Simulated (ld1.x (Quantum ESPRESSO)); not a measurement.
## What the settings do to the TM potential of Ru

Base potential:

- Element: ruthenium (Ru)
- Generator: ld1.x (Quantum ESPRESSO) 7.5
- Type: norm-conserving Troullier–Martins (Kleinman–Bylander form)
- Functional: PBE
- Relativity: fully relativistic
- Frozen core: [Ar] 3d10 4s2
- Valence charge: 14
- Reference configuration: 4p6 4d7.5 5s0.5 5p0
- Partial waves: 4p (bound): rc 1.35 bohr; 4d (bound): rc 1.45 bohr; 5s (bound): rc 2.05 bohr
- Local potential: the s channel
- Core correction: a·sin(br)/r model core inside 1.10 bohr

Open shells are filled in proportion to 2j + 1 (rel_dist='average').

All-electron outer shells of the reference configuration (PBE, scalar-relativistic, ld1.x):

```
shell  level (eV)  outermost node (bohr)  outermost maximum (bohr)
   3d     -271.56                      –                      0.30
   4s      -74.90                   0.48                      0.92
   4p      -45.01                   0.49                      0.98
   4d       -4.12                   0.48                      1.23
   5s       -3.80                   1.24                      2.80
   5p       -0.71                   1.42                      4.17
```

Cutoffs, loose and tight: the cutoffs (Ry, on a coarse ladder) from which the occupation-weighted sum of valence levels, in a spherical-Bessel basis at the reference potential, stays within 10 and 1 mRy of its value at 400 Ry. They do not see the model core or the augmentation charge, which bear on the density cutoff. Test errors are all-electron minus pseudo excitation energies from the reference, over the configurations 4p6 4d7 5s1 5p0; 4p6 4d7 5s0 5p0; 4p6 4d6 5s0 5p0; 4p6 4d4 5s0 5p0; 4p6 4d6 5s1 5p1; 4p6 4d8 5s0 5p0; 4p6 4d6 5s1 5p0. A dash means not determined; rows that change the core or the reference have their own tests.

```csv
change,outcome,"cutoff, loose","cutoff, tight",bound ghosts,largest test error (meV)
base,generated,70 Ry,120 Ry,none,-1014
wave 4d (bound): rc 1.45 bohr becomes 4d (bound): rc 1.28 bohr,generated,70 Ry,120 Ry,none,-1015
wave 4d (bound): rc 1.45 bohr becomes 4d (bound): rc 1.44 bohr,generated,70 Ry,120 Ry,none,-1014
wave 4d (bound): rc 1.45 bohr becomes 4d (bound): rc 1.68 bohr,generated,70 Ry,120 Ry,none,-1007
wave 4d (bound): rc 1.45 bohr becomes 4d (bound): rc 1.82 bohr,generated,70 Ry,120 Ry,none,-994
wave 4d (bound): rc 1.45 bohr becomes 4d (bound): rc 2.00 bohr,generated,70 Ry,120 Ry,none,-954
wave 4d (bound): rc 1.45 bohr becomes 4d (bound): rc 2.20 bohr,generated,70 Ry,120 Ry,none,-866
```

Problem. What comes out with this change to the base: wave 4d (bound): rc 1.45 bohr becomes 4d (bound): rc 1.00 bohr?

Solution. outcome: generated; cutoff, loose: 160 Ry; cutoff, tight: 260 Ry; bound ghosts: none; largest test error (meV): -1013.

Problem. What comes out with this change to the base: wave 4d (bound): rc 1.45 bohr becomes 4d (bound): rc 1.12 bohr?

Solution. outcome: generated; cutoff, loose: 100 Ry; cutoff, tight: 140 Ry; bound ghosts: none; largest test error (meV): -1015.

Reading the sweep of the d radius (base included, trends over the rows without a ghost): The loose cutoff falls from 160 Ry at 1 to 70 Ry at 2.2 bohr. A larger radius leaves more room for a smooth pseudo-wave, so fewer plane waves are needed; a smaller one forces it to follow the all-electron wave where it bends sharply. The median size of the test errors (rows with all tests solved) stays near 83.2 meV.
